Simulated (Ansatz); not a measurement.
Species: HCl₂Si, SMILES `Cl[SiH]Cl` (charge 0, multiplicity 2).

Give a relaxed geometry from Ansatz (a quantum-chemistry and plane-wave program) with B3LYP-D3(BJ)/def2-TZVP.

the end point of this relaxation (outside a Z-matrix the atoms follow the SMILES, hydrogens last).
Cartesian coordinates (Å) in one orientation:
```xyz
4

Cl     1.717    -0.782    -0.130
Si    -0.005     0.180     0.470
Cl    -1.662    -0.895    -0.122
H     -0.050     1.496    -0.218
```
